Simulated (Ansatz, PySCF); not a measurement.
PySCF was given this input:
```python
from pyscf import gto, scf, dft

mol = gto.M(
    atom='''
C    -0.39303445    1.37528354    0.22505520
C    -0.00000000    0.00000000    0.00000000
C     1.35975962   -0.41783344    0.27018461
C    -0.96672517   -0.95745010   -0.49523981
H     0.25720952    2.04590390   -0.34783633
H    -0.18246562    1.65665671    1.26295861
H    -1.43391399    1.58209568   -0.00908249
H     1.79740100   -0.86304328   -0.63037733
H     1.35772586   -1.25229047    0.98041762
H     2.00243572    0.37766646    0.63783836
H    -1.39509781   -0.59898984   -1.43797876
H    -0.56852173   -1.95976214   -0.62875587
H    -1.83477295   -0.98823703    0.17281619
''',
    basis='sto-3g',
    charge=1,
    verbose=4,
)

mf = dft.RKS(mol)
mf.xc = 'r2scan'
mf.grids.atom_grid = (99, 590)
mf.grids.prune = None
mf.kernel()
```

**Question.** Convert this to an input for Ansatz (a first-principles code).

**Answer.** This is not unique; one that fits is 
Ansatz 0.2 input:
```yaml
crystal:
  periodic: [false, false, false]
  atoms:
    - {symbol: C, position_ang: [-0.39303445, 1.37528354, 0.22505520]}
    - {symbol: C, position_ang: [-0.00000000, 0.00000000, 0.00000000]}
    - {symbol: C, position_ang: [1.35975962, -0.41783344, 0.27018461]}
    - {symbol: C, position_ang: [-0.96672517, -0.95745010, -0.49523981]}
    - {symbol: H, position_ang: [0.25720952, 2.04590390, -0.34783633]}
    - {symbol: H, position_ang: [-0.18246562, 1.65665671, 1.26295861]}
    - {symbol: H, position_ang: [-1.43391399, 1.58209568, -0.00908249]}
    - {symbol: H, position_ang: [1.79740100, -0.86304328, -0.63037733]}
    - {symbol: H, position_ang: [1.35772586, -1.25229047, 0.98041762]}
    - {symbol: H, position_ang: [2.00243572, 0.37766646, 0.63783836]}
    - {symbol: H, position_ang: [-1.39509781, -0.59898984, -1.43797876]}
    - {symbol: H, position_ang: [-0.56852173, -1.95976214, -0.62875587]}
    - {symbol: H, position_ang: [-1.83477295, -0.98823703, 0.17281619]}
basis:
  gaussian:
    orbitals: STO-3G
hamiltonian:
  xc: r2scan
total_charge: 1
accuracy: high
```

Both were run: PySCF gave -155.605514 Eh and Ansatz -155.605544 Eh, 0.030 mEh apart.
